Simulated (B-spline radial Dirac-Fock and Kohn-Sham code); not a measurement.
Kohn-Sham estimates against Dirac-Fock for the levels of Pd¹²⁺

System: palladium as Pd¹²⁺ in the configuration [Ar] 3d10 4s2 4p4.

The density-functional columns are spherical, spin-unpolarised Dirac-Kohn-Sham results without Breit or QED terms: −ε is minus the orbital energy of the initial state and ΔSCF the difference of two total energies. The reference in the last column comes from multi-electron Dirac-Fock with separately optimised hole states, Breit and Lamb-shift corrections added in first order. All numbers are from a radial B-spline solver, in eV; a selection of levels is shown. The Kohn-Sham columns are given as differences from the reference. For the 1s level of heavy atoms much of the gap between ΔSCF and the reference is the Breit and QED part, -73.2 eV here; for other levels the error of the functional can be larger.

```csv
level,LDA −ε − DF,LDA ΔSCF − DF,Dirac-Fock
K (1s),-248.4,+65.3,24635.8
L1 (2s),-107.9,-45.3,3895.5
L2 (2p1/2),-81.6,-6.1,3616.6
M1 (3s),-55.9,-29.7,947.1
M2 (3p1/2),-45.0,-18.3,836.5
M4 (3d3/2),-27.5,+0.5,614.3
M5 (3d5/2),-27.7,+0.1,608.8
N1 (4s),-14.2,-1.3,329.9
"N2,3 (4p)",-10.4,+2.0,287.6
```

Values without a named source are computed, but for edge energies of neutral atoms, which are taken from tables.
